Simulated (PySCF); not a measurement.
NMR data simulated for an unnamed compound:

¹H NMR (500 MHz, computed): δ 9.99 (s, 1H), 9.70 (s, 1H), 0.39 (s, 9H).

¹³C{¹H} NMR (computed): δ 173.7 (C), 163.1 (CH), 161.6 (CH), -1.4 (CH3).

All values are calculated (PySCF 2.14.0 with density-fitted response routines): geometry from GFN2-xTB, GIAO PBE0/pcSseg-1 shieldings. Gas phase, one conformer, non-relativistic Hamiltonian, fast rotation and ring inversion assumed for equivalent nuclei.

Scale: ¹H, ¹³C vs TMS (reference shieldings calculated alike).

**Question.** Which of these does the molecule contain: a heteroaromatic ring, a (CH3)2CH unit, a nitrile, an S-methyl group, a Si–CH3 group?

**Answer.** 
- A heteroaromatic ring: yes.
- A (CH3)2CH unit: no.
- A nitrile: no.
- An S-methyl group: no.
- A Si–CH3 group: yes (δC -1.4; δH 0.39 (s)).

The data belong to `C[Si](C)(C)c1cnncn1`, C₆H₁₁N₃Si; they needn't prove each group on their own.

Carbon signals by region: 3 in the far downfield region (above 160 ppm), 1 below 50 ppm. Above 160 ppm: 173.7, substituted aromatic carbon next to a ring nitrogen, 163.1, aromatic CH between two ring heteroatoms, 161.6, aromatic CH next to a ring nitrogen.

Shifts are as computed. Against solution values, carbons near 30 ppm lie about +3 ppm off and those near 130 ppm about +5 ppm. Of 1211 compounds with measured shifts, 218 miss one by over three times the rms of a fit or turn the order of signals round; such compounds aren't used in these exercises. No couplings were computed; multiplicities are counted from neighbouring protons, with m where these are inequivalent, close in shift, in a saturated or five-membered ring or joined by F or P, and br s for small geminal =CH2 splittings.
